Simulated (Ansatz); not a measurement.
`[NH2][Al]([SiH3])[SiH2]O` + H₂Se → `O[SiH2][SeH]` + `[NH2][AlH][SiH3]`  (cleavage of the Si–Al bond)

Calculated with Ansatz (gas phase, PBE0-D4/def2-TZVP geometries, no zero-point term in ΔE). CBS: MP2 limit from def2 TZ/QZ plus the TZ coupled-cluster correction, frozen cores. DFT in def2-TZVPP. For Se outer-core shells are correlated without core-valence functions, which leaves a few kJ/mol of doubt a bond. Scalar relativity is left out up to krypton. Each species was taken in one conformer, which may not be the lowest.

```csv
level,ΔE (kcal/mol)
revPBE,-15.4
HF/def2-QZVPP,-20.6
```

Question: What does CCSD(T)/CBS give? (Best estimate.)

Answer: The calculation gave: -18.7 kcal/mol. The listed levels differ from it by 3.3, -1.9 kcal/mol.

Largest T1 diagnostic among the species: 0.013.

From BLYP to BHLYP (50 % exact exchange), in def2-TZVPP and without D4, ΔE moves by −2.5 kcal/mol. At CCSD(T), def2-SVP lies +2.5 kcal/mol from the extrapolated value and def2-TZVPP +1.1 kcal/mol. Leaving LDA and LC-ωPBE aside and taking each functional with its dispersion term where it has one, the values, not all of them listed here, spread over 4.1 kcal/mol, from ωB97M-V to PBE-D4.
